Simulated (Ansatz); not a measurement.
`[F][SnH]([SiH3])[Cl]` + CH₃SH → `C[S][SnH]([F])[Cl]` + SiH₄ at 400 K and 1 bar (cleavage of the Sn–Si bond).

Isolated molecules relaxed with PBE0-D4/def2-TZVP in Ansatz; ΔE leaves out vibrations. CBS: MP2 limit from def2 TZ/QZ plus the TZ coupled-cluster correction, frozen cores. This one scheme is used for every species. def2 core potentials past Kr. For Sn outer-core shells are correlated without core-valence functions, which leaves a few kJ/mol of doubt a bond. Each species was taken in one conformer, which may not be the lowest.

| species | CCSD(T)/CBS energy (Eh) | H − E (kJ/mol) | S (J/(mol·K)) |
| --- | --- | --- | --- |
| `[F][SnH]([SiH3])[Cl]` | -1065.15429 | 125.6 | 412.3 |
| CH₃SH | -438.22835 | 138.7 | 269.4 |
| `C[S][SnH]([F])[Cl]` | -1211.93328 | 166.3 | 432.3 |
| SiH₄ | -291.46306 | 96.9 | 218.6 |

H − E and S are ideal-gas, rigid-rotor, harmonic terms from PBE0-D4/def2-TZVP, for one conformer and one mirror image of each species. 1 Eh = 2625.50 kJ/mol, R = 8.31446 J/(mol·K).

Q: By hand: ΔE, ΔH, ΔS and ΔG.

A: ΔE = (-1211.93328) + (-291.46306) − (-1065.15429) − (-438.22835) = -0.01370 Eh = -36.0 kJ/mol. Δ(H − E) = 166.3 + 96.9 − 125.6 − 138.7 = -1.1, so ΔH = -37.1 kJ/mol. ΔS = 432.3 + 218.6 − 412.3 − 269.4 = -30.8 J/(mol·K). ΔG = -37.1 − 400 × (-30.8)/1000 = -24.8 kJ/mol.

Q: By hand: the equilibrium constant, and the temperature at which ΔG would vanish if ΔH and ΔS stayed fixed.

A: log₁₀ K = −ΔG/(RT ln 10) = 3.2. ΔG = 0 at ΔH/ΔS = 1205 K.

ΔH outweighs TΔS. A doubt of 5 kJ/mol in ΔE shifts log₁₀ K by 0.7 here. Other conformers and mirror images would add mixing entropy, several J/(mol·K) or more a flexible species. Modes under 60 cm⁻¹, often nearly free rotors, make the harmonic entropy too high. These are equilibria of isolated gas molecules and say nothing of rates. Largest T1 diagnostic: 0.013 (customary marks: 0.02 for closed shells, 0.045 for open ones).
